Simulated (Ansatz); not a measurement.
Several settings on one geometry of LiAlO2 (that of the charge 0 singlet, r2SCAN-D4/def2-TZVP). Ansatz on 2 threads of Arm Neoverse N1 on a shared host; times are rough.

```xyz
4

Li    2.257    0.959    0.223
Al   -0.764   -0.325   -0.075
O     0.749    0.315    0.070
O    -2.242   -0.949   -0.219
```

Totals from different functionals, basis sets or treatments of relativity can't be compared as stabilities.

Scalar relativity in a set contracted without it gives distorted totals.

The spins typed aren't always the lowest for that charge.

Task: Give the basis size and estimate the energy, ⟨S²⟩, dipole and time of these runs.

```json
{"run": "1", "method": "UKS r2SCAN50-D4/def2-TZVP", "charge": "0", "state": "triplet", "further keys": "point_charges: [{charge: 0.50, position_ang: [5.243, 0.809, 0.587]}]; scf: {omitted_lower_state_checks: [starts]}; forces asked"}
{"run": "2", "method": "RKS CAM-B3LYP/STO-3G", "charge": "0", "state": "singlet", "further keys": "point_charges: [{charge: -1.00, position_ang: [5.056, -0.047, -0.035]}]; scf: {lower_state_search: off}"}
{"run": "3", "method": "RKS revPBE0/def2-SVP", "charge": "0", "state": "singlet", "further keys": "pseudopotentials: {relativity: scalar}; scf: {omitted_lower_state_checks: [starts]}; forces asked"}
{"run": "4", "method": "RKS BHLYP/def2-SVPD", "charge": "0", "state": "singlet", "further keys": "–"}
```

Result: 
```
run  functions  energy (Eh)  ⟨S²⟩  dipole (D)  wall time
  1        113    -400.2799  2.01        3.32       47 s
  2         24    -395.2274     –           –      0.7 s
  3         55    -400.6340     –       10.99      1.1 s
  4         82    -400.2270     –           –      1.8 s
```
